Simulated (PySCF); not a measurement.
A spin–spin coupling run with PySCF 2.14.0 with density-fitted response routines (density fitting, non-relativistic, gas phase) on SMILES C=C(C#N)COC, C5H7NO:

```
$ OMP_NUM_THREADS=1 python probes_run.py task.json out

{"job": {"kind": "j", "xc": "B3LYP", "basis": "pcJ-1"}, "charge": 0, "multiplicity": 1}
C      0.964717     1.482506    -0.124727
C      1.081036     0.157130    -0.096340
C      2.191424    -0.468992     0.516559
N      3.079615    -0.994094     1.016110
C      0.059360    -0.784201    -0.707448
O     -1.214515    -0.215048    -0.850118
C     -1.940829    -0.140405     0.353636
H      1.704124     2.128682     0.316448
H      0.113681     1.943040    -0.597801
H      0.011129    -1.708831    -0.111066
H      0.385408    -1.048404    -1.720235
H     -2.899823     0.309355     0.105746
H     -1.430955     0.478092     1.100879
H     -2.105048    -1.139303     0.776190
```

Hardware: 1 thread of an AMD EPYC, shared host. The job also computes field gradients.

Q: How large is the calculation?

A: 52 electrons, 259 basis functions and 915 auxiliary functions.

Q: How long does it take, and how much memory does it need?

A: 85 s of wall time, with 14 SCF cycles; peak memory 0.98 GiB. Times on a shared host scatter by some tens of per cent.
